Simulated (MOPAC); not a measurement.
MOPAC input (PM7):

```
PM7 1SCF CHARGE=-1 GEO-OK AUX(PRECISION=9) THREADS=1
C4H11Ge

Ge    0.62336813 1    1.08019113 1    0.18983970 1
C    -0.39291352 1   -0.74283439 1   -0.11213957 1
C    -0.62987351 1   -1.38702285 1    1.25183909 1
C     0.50266225 1   -1.65389991 1   -0.94848295 1
C    -1.73107671 1   -0.56676017 1   -0.82226645 1
H     0.36974257 1    1.59372065 1   -1.33197103 1
H    -0.69937607 1    1.84565374 1    0.74514246 1
H    -1.11289486 1   -2.37558052 1    1.15654445 1
H     0.31013044 1   -1.52742380 1    1.79375669 1
H    -1.27678294 1   -0.76231171 1    1.87464685 1
H     1.47569394 1   -1.80208370 1   -0.47073257 1
H     0.68560082 1   -1.22473879 1   -1.93792700 1
H     0.04652684 1   -2.64879313 1   -1.09601234 1
H    -1.59624886 1   -0.10678876 1   -1.80361231 1
H    -2.39665469 1    0.08182335 1   -0.24856155 1
H    -2.24630831 1   -1.53648944 1   -0.96984472 1
```

What heat of formation does the run end on, and which ionisation energy by Koopmans theorem?

-8.76 kcal/mol; 2.72 eV.
